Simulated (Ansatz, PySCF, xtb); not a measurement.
Gas-phase reaction in SMILES: CC(F)F + 2 C (CH4) -> CC (C2H6) + 2 CF (CH3F)
Geometries: B3LYP-D3(BJ)/def2-TZVP minima from Ansatz (an electronic-structure program). Frequencies are from Ansatz or PySCF.

Property: bond separation energy (enthalpy at 298 K, with B3LYP-D3(BJ) rigid-rotor harmonic-oscillator terms), in kcal/mol. Correlated levels leave the core frozen unless marked. No spin-orbit coupling. No relativistic terms. CBS marks a two-point X^-3 extrapolation of the correlation energy; Hartree-Fock from the larger set. [CCSD(T)-MP2]/basis is that difference in the basis named.

From measured enthalpies of formation at 298 K: 21.3 kcal/mol (CC(F)F -118.8, CRC Handbook; C (CH4) -17.8, ATcT 1.112; CC (C2H6) -20.0, ATcT 1.112; CF (CH3F) -56.5, ATcT 1.112). It holds spin-orbit effects, which the calculations lack, and core correlation, which the frozen-core levels lack. This is an older compilation, not checked against later work.

| level | program | bond separation energy (kcal/mol) | error against measurement |
|---|---|---|---|
| GFN2-xTB | xtb | 12.5 | -8.8 |
| HF/6-31G* | Ansatz | 24.5 | 3.2 |
| revPBE/def2-TZVPD | Ansatz | 21.3 | 0.0 |
| PBE0/6-31G* | Ansatz | 27.7 | 6.4 |
| PBE0-D3(BJ)/def2-TZVPD | Ansatz + dftd3 | 22.7 | 1.4 |
| B2PLYP-D4/def2-TZVPD | Ansatz + dftd4 | 22.3 | 1.0 |
| MP2/aug-cc-pVDZ | Ansatz | 22.3 | 1.0 |
| CCSD/STO-3G | Ansatz | 14.9 | -6.4 |
| CCSD/6-31G* | Ansatz | 26.7 | 5.4 |
| RI-MP2/CBS(cc-pVTZ,cc-pVQZ)+[CCSD(T)-MP2]/cc-pVTZ | Ansatz | 23.1 | 1.8 |
